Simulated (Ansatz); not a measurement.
Mulliken charges of CH6AlBSe, SMILES `[AlH2][BH]C[SeH]` from PBE/def2-TZVPP in Ansatz (PBE0-D4/def2-TZVP geometry).

```json
{"atom": "Al1", "x (Å)": "-0.691", "y (Å)": "1.480", "z (Å)": "-0.408", "charge (e)": "0.186"}
{"atom": "B2", "x (Å)": "-0.036", "y (Å)": "0.287", "z (Å)": "1.242", "charge (e)": "-0.139"}
{"atom": "C3", "x (Å)": "0.430", "y (Å)": "-1.050", "z (Å)": "0.553", "charge (e)": "-0.179"}
{"atom": "Se4", "x (Å)": "-0.487", "y (Å)": "-1.148", "z (Å)": "-1.199", "charge (e)": "0.034"}
{"atom": "H5", "x (Å)": "0.466", "y (Å)": "2.170", "z (Å)": "-1.273", "charge (e)": "-0.137"}
{"atom": "H6", "x (Å)": "-2.209", "y (Å)": "1.895", "z (Å)": "-0.675", "charge (e)": "-0.139"}
{"atom": "H7", "x (Å)": "0.085", "y (Å)": "0.371", "z (Å)": "2.433", "charge (e)": "0.040"}
{"atom": "H8", "x (Å)": "0.335", "y (Å)": "-2.007", "z (Å)": "1.068", "charge (e)": "0.131"}
{"atom": "H9", "x (Å)": "1.495", "y (Å)": "-0.897", "z (Å)": "0.332", "charge (e)": "0.140"}
{"atom": "H10", "x (Å)": "0.697", "y (Å)": "-1.152", "z (Å)": "-2.069", "charge (e)": "0.064"}
```

**Question.** By hand: the dipole of these point charges (1 e Å = 4.8032 D).

**Answer.** Σ q r = (0.327, -0.624, 0.031) e Å, of length 0.705 e Å = 3.39 D.

**Question.** How does the dipole of the full density compare? (Estimate.)

**Answer.** Computed: (0.332, -0.576, 0.028) e Å, 3.20 D; the point charges give 1.06 times that, at 2° from its direction.

Point charges leave out the atoms' own dipoles, such as those of lone pairs, and Mulliken's split depends on the basis, so the close match here is no proof of good charges.
